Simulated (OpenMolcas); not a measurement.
Nb3+ (d2) among equal point charges was computed by CASSCF with the d shell active (OpenMolcas, ANO-RCC-VDZP on the metal). Its lowest spin-free states, and all those of the highest spin:

```json
{"2S+1": "3", "Degeneracy": "1", "E (cm-1)": "0.0"}
{"2S+1": "3", "Degeneracy": "2", "E (cm-1)": "7605"}
{"2S+1": "1", "Degeneracy": "1", "E (cm-1)": "9591"}
{"2S+1": "1", "Degeneracy": "1", "E (cm-1)": "9733"}
{"2S+1": "3", "Degeneracy": "2", "E (cm-1)": "14001"}
{"2S+1": "1", "Degeneracy": "1", "E (cm-1)": "15878"}
{"2S+1": "3", "Degeneracy": "1", "E (cm-1)": "16220"}
{"2S+1": "1", "Degeneracy": "2", "E (cm-1)": "17355"}
{"2S+1": "1", "Degeneracy": "2", "E (cm-1)": "21961"}
{"2S+1": "1", "Degeneracy": "1", "E (cm-1)": "25887"}
{"2S+1": "1", "Degeneracy": "1", "E (cm-1)": "28230"}
{"2S+1": "3", "Degeneracy": "2", "E (cm-1)": "28884"}
{"2S+1": "3", "Degeneracy": "1", "E (cm-1)": "32116"}
{"2S+1": "3", "Degeneracy": "1", "E (cm-1)": "46878"}
```

**Question.** Is the site octahedral, tetrahedral or cube-like, axial, or of lower symmetry?

**Answer.** The states with 2S+1 = 3 have orbital degeneracies 1, 2, 2, 1, 2, 1, 1. There are pairs but no triples, so the site is axial: not cubic, but with a proper or improper axis of order three or more. The run had Nb3+ among 5 point charges of -2 e arranged as a square pyramid (C4v), 2.03 Å from the ion, with the axial distance 2.355 Å. The active orbitals were held to one l.

Without dynamic correlation the repulsion within the d shell is too large (B by tens of per cent), so at a given field states of lower spin stand too high. Point charges carry no covalency, so the field is a model and not that of real ligands. An unlabelled pair can be two single states that coincide in this model. No measured value stands beside these numbers.
